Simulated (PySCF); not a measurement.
BCl3.
SMILES: `ClB(Cl)Cl`

The calculation used MP2 and CCSD/aug-cc-pVDZ in PySCF, restricted Hartree–Fock reference, frozen core, non-relativistic, gas phase, PBE0-D3(BJ)/def2-SVP geometry.

E(HF) = -1403.33010 Eh.

How large is the problem?

104 basis functions and 56 electrons; 16 orbitals frozen, which leaves o = 12 correlated occupied and v = 76 virtual orbitals. That is o·v = 912 singles and o·v(o·v + 1)/2 = 416328 distinct closed-shell doubles amplitudes before symmetry; the costliest CCSD step grows as o²v⁴ = 4.8 × 10^9.

What are the MP2 and CCSD correlation energies?

MP2 -0.5193 Eh and CCSD -0.5528 Eh, which gives totals of -1403.84936 and -1403.88290 Eh. That is 0.627 eV for each correlated electron at CCSD (1451 kJ/mol in all, 0.039 % of the total energy); MP2 gives 93.9 % of the CCSD value.

What is the T1 diagnostic?

0.0120, below the customary warning level of 0.02. It is the norm of the spatial-orbital singles amplitudes over the root of the number of correlated electrons, so the norm is 0.059.

No triples correction and no basis-set extrapolation were made.
